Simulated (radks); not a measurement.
Results of a calculation; reference values are marked as such.
Numerical settings for neutral palladium, [Kr] 4d10. Level of theory: Dirac Kohn-Sham, LDA (Slater exchange, Perdew-Wang correlation), spin-unpolarised, spherical densities, finite nucleus; Fermi nuclear charge, rms radius 4.5318 fm (a radial shooting solver on a logarithmic mesh with Libxc functionals). The defaults (mesh step 0.008 in ln r, mesh end at 40 bohr or more with all orbitals vanishing there, Anderson mixing 0.5 over 9 steps, residual threshold near 1e-9 with the energy settled to 1e-9 hartree or 1e-11 of itself, here a cap of 92 iterations) give E = -5042.0836 hartree and 4d5/2 at -4.141 eV in 16 iterations. Run on one thread of a shared host, so times are rough (Intel(R) Xeon(R) Platinum 8488C): 0.19 s of CPU time, 0.19 s wall, 16 iterations on 2381 mesh points. Changes against that run (0 stands for a change within the tolerance of the run):

| setting | iterations | converged | E (mhartree) | e(4d5/2) (meV) | CPU (s) |
|---|---|---|---|---|---|
| mesh step in ln r 0.05 | 16 | yes | +0.0227 | -0.00438 | 0.05 |
| mesh step in ln r 0.02 | 16 | yes | 0 | 0 | 0.09 |
| mesh step in ln r 0.003 | 16 | yes | 0 | 0 | 0.44 |
| mesh end (bohr) 12 | 16 | yes | +0.0086 | +1.48 | 0.16 |
| mesh end (bohr) 2 | 13 | level above zero | +8.62e+03 | +5.35e+04 | 0.11 |
| residual threshold 1e-16 | 92 | no | 0 | 0 | 0.49 |
| residual threshold 1e-05 | 12 | yes | 0 | +0.0661 | 0.18 |
| mixing 0.05 | 55 | yes | 0 | 0 | 0.72 |
| linear mixing, mixing 0.8 | 92 | no | +1.23e+04 | -1.34e+03 | 2.4 |
| linear mixing, mixing 1 | 92 | no | +1.18e+05 | +4.15e+03 | 3.1 |
| mixing history 20 | 22 | yes | 0 | 0 | 0.19 |
| iteration cap 3 | 3 | no | +9.04 | -1.06e+03 | 0.05 |

Settled on a wrong energy, with an occupied level pushed above zero by the early mesh end: mesh end (bohr) 2 (+8.62 hartree). Apart from these: no run marked as converged misses the energy by more than 1 mhartree. A mesh that ends early acts as a hard wall.
